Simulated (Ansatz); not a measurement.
Ansatz (a program for electronic structure) input (B3LYP/LANL2DZ): The .json file is the Basis Set Exchange's LANL2DZ.

Ansatz 0.2 input:
```yaml
crystal:
  periodic: [false, false, false]
  atoms:
    - {symbol: Hg, position_ang: [0.00000000, 0.00000000, 0.00000000]}
    - {symbol: I, position_ang: [-0.00000000, -0.00000000, -2.74745063]}
    - {symbol: I, position_ang: [0.00000000, 0.00000000, 2.74745063]}
basis:
  gaussian:
    orbitals: LANL2DZ.json
hamiltonian:
  xc: {name: B3LYP}
phonons: {temperatures: {t_min: 298.15, t_max: 298.15, t_step: 100}}
```

Output:

```
Functional definition: B3LYP
integrals: 0.01 GiB planned
561 factors; integrals over basis functions are off by at most 6.5e-5 eV
mean field: 0.10 GiB planned
mean field evaluation 1: about -1784.2324 eV, gradient 1.4e1 eV
mean field evaluation 2: about -1783.7102 eV, gradient 1.8e1 eV
mean field evaluation 4: about -1785.3246 eV, gradient 1.6e-1 eV
mean field evaluation 8: about -1785.3246 eV, gradient 1.8e-4 eV
mean field -1785.32461266 eV, -65.6094693788 hartree, gradient 1.5e-5 eV, S^2 0.000000; 0 other end points of the search recorded, 0 dependent functions left out
the calculation of the forces begins
reference -1785.32483698 eV, -65.6094776223 hartree; 13, 13 occupied and 21, 21 virtual orbitals, 561 factors
these checks for a lower state are left out or cut short: stability, starts, cluster_reference, orbital_swaps, neighbouring_geometries, increment
integrals: 0.01 GiB planned
561 factors; integrals over basis functions are off by at most 6.5e-5 eV
mean field: 0.10 GiB planned
mean field evaluation 16: about -1785.3246 eV, gradient 1.8e-5 eV
mean field -1785.32461070 eV, -65.6094693067 hartree, gradient 1.0e-6 eV, S^2 0.000000; 0 other end points of the search recorded, 0 dependent functions left out
the calculation of the forces begins
reference -1785.32483501 eV, -65.6094775501 hartree; 13, 13 occupied and 21, 21 virtual orbitals, 561 factors
these checks for a lower state are left out or cut short: stability, starts, cluster_reference, orbital_swaps, neighbouring_geometries, increment
integrals: 0.01 GiB planned
561 factors; integrals over basis functions are off by at most 6.5e-5 eV
mean field: 0.10 GiB planned
mean field -1785.32461070 eV, -65.6094693066 hartree, gradient 9.8e-7 eV, S^2 0.000000; 0 other end points of the search recorded, 0 dependent functions left out
the calculation of the forces begins
reference -1785.32483501 eV, -65.6094775501 hartree; 13, 13 occupied and 21, 21 virtual orbitals, 561 factors
these checks for a lower state are left out or cut short: stability, starts, cluster_reference, orbital_swaps, neighbouring_geometries, increment
integrals: 0.01 GiB planned
561 factors; integrals over basis functions are off by at most 6.5e-5 eV
mean field: 0.10 GiB planned
mean field evaluation 32: about -1785.3246 eV, gradient 9.9e-7 eV
mean field -1785.32461070 eV, -65.6094693067 hartree, gradient 9.9e-7 eV, S^2 0.000000; 0 other end points of the search recorded, 0 dependent functions left out
the calculation of the forces begins
reference -1785.32483501 eV, -65.6094775501 hartree; 13, 13 occupied and 21, 21 virtual orbitals, 561 factors
these checks for a lower state are left out or cut short: stability, starts, cluster_reference, orbital_swaps, neighbouring_geometries, increment
integrals: 0.01 GiB planned
561 factors; integrals over basis functions are off by at most 6.5e-5 eV
mean field: 0.10 GiB planned
mean field -1785.32461070 eV, -65.6094693067 hartree, gradient 9.8e-7 eV, S^2 0.000000; 0 other end points of the search recorded, 0 dependent functions left out
the calculation of the forces begins
reference -1785.32483501 eV, -65.6094775501 hartree; 13, 13 occupied and 21, 21 virtual orbitals, 561 factors
these checks for a lower state are left out or cut short: stability, starts, cluster_reference, orbital_swaps, neighbouring_geometries, increment
integrals: 0.01 GiB planned
561 factors; integrals over basis functions are off by at most 6.6e-5 eV
mean field: 0.10 GiB planned
mean field -1785.32456223 eV, -65.6094675254 hartree, gradient 1.9e-6 eV, S^2 0.000000; 0 other end points of the search recorded, 0 dependent functions left out
the calculation of the forces begins
reference -1785.32478654 eV, -65.6094757689 hartree; 13, 13 occupied and 21, 21 virtual orbitals, 561 factors
these checks for a lower state are left out or cut short: stability, starts, cluster_reference, orbital_swaps, neighbouring_geometries, increment
integrals: 0.01 GiB planned
561 factors; integrals over basis functions are off by at most 6.6e-5 eV
mean field: 0.10 GiB planned
mean field -1785.32456223 eV, -65.6094675254 hartree, gradient 1.9e-6 eV, S^2 0.000000; 0 other end points of the search recorded, 0 dependent functions left out
the calculation of the forces begins
reference -1785.32478654 eV, -65.6094757689 hartree; 13, 13 occupied and 21, 21 virtual orbitals, 561 factors
these checks for a lower state are left out or cut short: stability, starts, cluster_reference, orbital_swaps, neighbouring_geometries, increment
integrals: 0.01 GiB planned
561 factors; integrals over basis functions are off by at most 6.5e-5 eV
mean field: 0.10 GiB planned
mean field -1785.32461217 eV, -65.6094693608 hartree, gradient 4.9e-7 eV, S^2 0.000000; 0 other end points of the search recorded, 0 dependent functions left out
the calculation of the forces begins
reference -1785.32483649 eV, -65.6094776043 hartree; 13, 13 occupied and 21, 21 virtual orbitals, 561 factors
these checks for a lower state are left out or cut short: stability, starts, cluster_reference, orbital_swaps, neighbouring_geometries, increment
integrals: 0.01 GiB planned
561 factors; integrals over basis functions are off by at most 6.5e-5 eV
mean field: 0.10 GiB planned
mean field evaluation 64: about -1785.3246 eV, gradient 5.6e-6 eV
mean field -1785.32461217 eV, -65.6094693608 hartree, gradient 4.9e-7 eV, S^2 0.000000; 0 other end points of the search recorded, 0 dependent functions left out
the calculation of the forces begins
reference -1785.32483649 eV, -65.6094776043 hartree; 13, 13 occupied and 21, 21 virtual orbitals, 561 factors
these checks for a lower state are left out or cut short: stability, starts, cluster_reference, orbital_swaps, neighbouring_geometries, increment
integrals: 0.01 GiB planned
561 factors; integrals over basis functions are off by at most 6.5e-5 eV
mean field: 0.10 GiB planned
mean field -1785.32461217 eV, -65.6094693608 hartree, gradient 5.0e-7 eV, S^2 0.000000; 0 other end points of the search recorded, 0 dependent functions left out
the calculation of the forces begins
reference -1785.32483649 eV, -65.6094776043 hartree; 13, 13 occupied and 21, 21 virtual orbitals, 561 factors
these checks for a lower state are left out or cut short: stability, starts, cluster_reference, orbital_swaps, neighbouring_geometries, increment
integrals: 0.01 GiB planned
561 factors; integrals over basis functions are off by at most 6.5e-5 eV
mean field: 0.10 GiB planned
mean field -1785.32461217 eV, -65.6094693608 hartree, gradient 5.0e-7 eV, S^2 0.000000; 0 other end points of the search recorded, 0 dependent functions left out
the calculation of the forces begins
reference -1785.32483649 eV, -65.6094776043 hartree; 13, 13 occupied and 21, 21 virtual orbitals, 561 factors
these checks for a lower state are left out or cut short: stability, starts, cluster_reference, orbital_swaps, neighbouring_geometries, increment
integrals: 0.01 GiB planned
561 factors; integrals over basis functions are off by at most 6.6e-5 eV
mean field: 0.10 GiB planned
mean field -1785.32458928 eV, -65.6094685195 hartree, gradient 1.3e-6 eV, S^2 0.000000; 0 other end points of the search recorded, 0 dependent functions left out
the calculation of the forces begins
reference -1785.32481356 eV, -65.6094767618 hartree; 13, 13 occupied and 21, 21 virtual orbitals, 561 factors
these checks for a lower state are left out or cut short: stability, starts, cluster_reference, orbital_swaps, neighbouring_geometries, increment
integrals: 0.01 GiB planned
561 factors; integrals over basis functions are off by at most 6.5e-5 eV
mean field: 0.10 GiB planned
mean field evaluation 96: about -1785.3246 eV, gradient 1.5e-6 eV
mean field -1785.32458672 eV, -65.6094684254 hartree, gradient 1.5e-6 eV, S^2 0.000000; 0 other end points of the search recorded, 0 dependent functions left out
the calculation of the forces begins
reference -1785.32481107 eV, -65.6094766701 hartree; 13, 13 occupied and 21, 21 virtual orbitals, 561 factors
Total energy: -1785.32483698 eV, -65.6094776223 hartree
Atom 0 at     0.000000     0.000000     0.000000 Å, force     0.000000    -0.000000    -0.000000 eV/Å
Atom 1 at    -0.000000    -0.000000    -2.747451 Å, force    -0.000000     0.000000     0.000543 eV/Å
Atom 2 at     0.000000     0.000000     2.747451 Å, force    -0.000000     0.000000    -0.000543 eV/Å
Dipole moment:     0.000000    -0.000000    -0.000000 e Å
Vibrations: 39.06 39.06 128.58 197.92 cm⁻¹, zero-point energy 0.025083 eV
```

The blocks after the first are displaced geometries, from whose forces the wavenumbers follow.
